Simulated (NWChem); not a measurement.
Species: N-methylmethanimine (C2H5N); SMILES C=NC

Computed with NWChem. Coordinates come from a PBE-D3(BJ)/def2-SVP optimisation. Computed dipoles belong to the equilibrium geometry; the measured one is vibrationally averaged.

Measured dipole moment: 1.53 D (NIST CCCBDB, as tabulated in the package chemicals).

**Question.** Which of these levels lies farthest from the measured value, and how do the others fare: PBE/def2-SVP; PBE/STO-3G; PBE/def2-TZVPP; PBE/def2-SVPD; PBE/def2-TZVP; PBE/def2-TZVPD?

**Answer.** PBE/def2-SVP.
```json
[
 {"level": "PBE/STO-3G", "dipole moment (D)": "1.39", "computed − measured": "-0.14"},
 {"level": "PBE/def2-SVP", "dipole moment (D)": "1.27", "computed − measured": "-0.26"},
 {"level": "PBE/def2-SVPD", "dipole moment (D)": "1.40", "computed − measured": "-0.13"},
 {"level": "PBE/def2-TZVP", "dipole moment (D)": "1.36", "computed − measured": "-0.17"},
 {"level": "PBE/def2-TZVPD", "dipole moment (D)": "1.39", "computed − measured": "-0.14"},
 {"level": "PBE/def2-TZVPP", "dipole moment (D)": "1.35", "computed − measured": "-0.18"}
]
```
